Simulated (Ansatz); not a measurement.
Relaxation of AlClH5NOSi (10 atoms, charge 0, multiplicity 1), to a largest force component of 0.02 eV/Å in at most 40 steps.

These are results of RKS PBE/6-31G in Ansatz 0.2.0, not measurements.

```xyz
10
Properties=species:S:1:pos:R:3
Al 0.000 0.000 0.000
N 0.000 0.000 1.920
H -0.877 -0.271 2.450
H 0.877 0.271 2.450
O 1.542 0.000 -0.890
Si 2.387 -1.376 -1.352
H 1.460 -2.351 -1.918
H 3.388 -1.020 -2.353
H 3.050 -1.955 -0.187
Cl -1.931 0.000 -1.115
```

Q: Where does it end, and by what steps?

A: The run converged. The force dipped under the threshold on the way, but the program's further checks kept it going. Limits of this set-up: no polarisation functions. After 11 steps the energy has fallen by 0.732 eV; O5 moved furthest, 0.99 Å.

| step | energy less start (eV) | largest force component (eV/Å) | accepted |
| --- | --- | --- | --- |
| 0 | 0.0000 | 1.886 | yes |
| 1 | -0.4285 | 1.036 | yes |
| 2 | -0.5464 | 0.684 | yes |
| 3 | -0.6363 | 0.297 | yes |
| 4 | -0.6822 | 0.174 | yes |
| 5 | -0.7044 | 0.524 | yes |
| 6 | -0.7283 | 0.125 | yes |
| 7 | -0.7240 | 0.288 | no |
| 8 | -0.7308 | 0.049 | yes |
| 9 | -0.7308 | 0.055 | no |
| 10 | -0.7316 | 0.003 | yes |
| 11 | -0.7316 | 0.018 | yes |

```xyz
10
Properties=species:S:1:pos:R:3
Al -0.105 -0.202 0.239
N -0.161 0.245 1.966
H -0.983 0.646 2.412
H 0.617 0.122 2.611
O 1.271 -0.879 -0.512
Si 2.514 -1.547 -1.481
H 1.945 -2.583 -2.430
H 3.191 -0.452 -2.280
H 3.539 -2.217 -0.588
Cl -1.932 0.164 -0.933
```

Time of the run: 94 s on 1 thread of Arm Neoverse N1, with other jobs on the host, peak memory 0.19 GiB.
